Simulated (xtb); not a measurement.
Sn(Me)2(Cl)2 (C2H6Cl2Sn), SMILES [CH3][Sn]([Cl])([CH3])[Cl]. All values are semi-empirical tight-binding results from xtb (GFN2-xTB unless named), good for trends rather than for accurate numbers. The structure is a stationary point at GFN2-xTB. The isomer is the one that the SMILES or the coordinates give; other isomers of the formula were not compared.

Optimised geometry:

Bonds (Å): C1–Sn2 2.214, C1–H6 1.083, C1–H7 1.084, C1–H8 1.083, Sn2–C3 2.215, Sn2–Cl4 2.333, Sn2–Cl5 2.332, C3–H9 1.084, C3–H10 1.083, C3–H11 1.083. Angles (°): Sn2–C1–H6 109.2, Sn2–C1–H7 108.0, Sn2–C1–H8 108.9, H6–C1–H7 110.1, H6–C1–H8 110.5, H7–C1–H8 110.1, C1–Sn2–C3 120.9, C1–Sn2–Cl4 107.5, C1–Sn2–Cl5 107.5, C3–Sn2–Cl4 107.7, C3–Sn2–Cl5 107.5, Cl4–Sn2–Cl5 104.6, Sn2–C3–H9 108.1, Sn2–C3–H10 108.7, Sn2–C3–H11 109.2, H9–C3–H10 110.2, H9–C3–H11 110.1, H10–C3–H11 110.4.
Charge 0, spin multiplicity 1.

For metal compounds this method's bond lengths and energies can be far off.

Question: Estimate the properties. (An estimate is asked for; the answer gives what the named calculation found.)

Answer: 
- orbital gap = 3.44 eV
- zero-point energy = 44.7 kcal/mol
- G − E(el) at 298.15 K (modified RRHO) = 21.2 kcal/mol

Computed atomic charges and the Wiberg bond orders between heavy atoms:
charges (e) C1 -0.15, Sn2 0.35, C3 -0.15, Cl4 -0.23, Cl5 -0.23, H6 0.07, H7 0.07, H8 0.07, H9 0.07, H10 0.07, H11 0.06. Bond orders C1–Sn2 0.61, Sn2–C3 0.61, Sn2–Cl4 0.89, Sn2–Cl5 0.89.
